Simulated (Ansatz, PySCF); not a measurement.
Gas-phase reaction (SMILES): CC(C)CO -> C[C](C)CO + H atom; the C-H bond at the site shown breaks (other sites are not compared here).

Geometries: B3LYP-D3(BJ)/def2-TZVP minima from Ansatz (a quantum-chemistry and plane-wave program), one conformer each, not searched for the lowest. Cores are frozen in the correlated levels unless marked. UHF or UKS for open shells. Spin-orbit coupling is left out. No relativistic terms. CBS marks a two-point X^-3 extrapolation of the correlation energy; Hartree-Fock from the larger set. Thermal terms are rigid-rotor harmonic-oscillator values from B3LYP-D3(BJ) frequencies (Ansatz or PySCF) at 298.15 K and 1 atm. 1 Eh = 627.5095 kcal/mol. Atoms have translation alone.

| species | E, CCSD(T)/CBS(cc-pVTZ,cc-pVQZ) (Ansatz) (Eh) | E, PBE0-D4/def2-TZVPD (Ansatz + dftd4) (Eh) | H - E (Eh) |
|---|---|---|---|
| CC(C)CO | -233.39083 | -233.48832 | 0.14396 |
| C[C](C)CO | -232.72240 | -232.82891 | 0.12961 |
| H atom | -0.49995 | -0.50104 | 0.00236 |

Work out ΔE and ΔH at 298.15 K at the first level, then ΔH at the second.


1. ΔE = [(-232.72240) + (-0.49995)] - [(-233.39083)] = 0.16848 Eh = 105.7 kcal/mol at CCSD(T)/CBS(cc-pVTZ,cc-pVQZ).
2. The terms H - E add up to -0.01199 Eh, so ΔH = (0.16848 + (-0.01199))×627.5095 = 98.2 kcal/mol.
3. At PBE0-D4/def2-TZVPD the same steps give ΔE = 99.4 and ΔH = 91.9 kcal/mol, a shift of -6.3 from the first level.
4. These values are not checked against measurement here, since the tables used lack a sound gas-phase enthalpy of formation for at least one species.
